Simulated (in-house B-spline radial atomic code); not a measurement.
Inner-shell binding energies (edges) and X-ray emission energies of free atoms and ions, as differences of relaxed hole-state energies with first-order Breit, QED and recoil terms, without correlation or multiplet splittings, in NIST's listed ground configurations. For neutral atoms such line energies lie within some 1 to 5 eV of tabulated X-ray lines (up to 20 eV for the heaviest). Removing outer electrons raises all edges nearly alike, so lines move far less than edges. K = 1s, L1 = 2s. A dash marks a subshell that is part filled or wasn't run, or a line left out. Computed with an all-electron radial atomic-structure program (B-spline basis): Dirac-Hartree-Fock, average of the configuration, finite nuclei.

```csv
ion,configuration,K edge (eV),L1 edge (eV)
Ti,[Ar] 3d2 4s2,4976.23,574.14
Ti2+,[Ar] 3d2,?,?
Ti3+,[Ar] 3d1,5013.95,612.39
Ti4+,[Ne] 3s2 3p6,?,?
Ti5+,[Ne] 3s2 3p5,5065.48,662.85
Ti6+,[Ne] 3s2 3p4,5096.45,691.33
Ti7+,[Ne] 3s2 3p3,5129.38,721.34
```

Task: Fill in the row of Ti2+.

Result: K edge (eV): 4994.49; L1 edge (eV): 591.98.

Task: Fill in the row of Ti4+.

Result: K edge (eV): 5036.5; L1 edge (eV): 635.95.
